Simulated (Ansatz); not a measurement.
```yaml
crystal:
  periodic: [false, false, false]
  atoms:
    - {symbol: C, position_ang: [-1.171459, 1.130123, -0.534440]}
    - {symbol: S, position_ang: [-0.324444, 0.932522, 1.059125]}
    - {symbol: Si, position_ang: [0.501542, -1.000323, 0.797178]}
    - {symbol: S, position_ang: [1.797115, -1.158942, -0.895927]}
    - {symbol: H, position_ang: [-0.475494, 0.983400, -1.359901]}
    - {symbol: H, position_ang: [-1.553303, 2.149960, -0.563267]}
    - {symbol: D, position_ang: [-2.005408, 0.434020, -0.620648]}
    - {symbol: H, position_ang: [-0.537876, -2.021605, 0.512502]}
    - {symbol: H, position_ang: [1.203280, -1.286465, 2.071206]}
    - {symbol: H, position_ang: [2.649245, -0.213892, -0.462927]}
basis:
  gaussian: {orbitals: ANO-RCC-VTZP}
hamiltonian: {xc: {name: wB97}}
output: {forces: true}
```

```sh
$ ansatz run in.yaml --threads 2 --pin off --events-out ev --progress --plain --max-ram 4352MiB
```

It prints (some lines left out):

```
Error: YAML parse error: error: line 10 column 16: `D` is not an element symbol (H … Og, case-exact)
 8 |     - {symbol: H, position_ang: [-0.475494, 0.983400, -1.359901]}
 9 |     - {symbol: H, position_ang: [-1.553303, 2.149960, -0.563267]}
10 |     - {symbol: D, position_ang: [-2.005408, 0.434020, -0.620648]}
11 |     - {symbol: H, position_ang: [-0.537876, -2.021605, 0.512502]}
12 |     - {symbol: H, position_ang: [1.203280, -1.286465, 2.071206]}
```

In this input an element symbol is wrong. The input was rejected before any iteration.
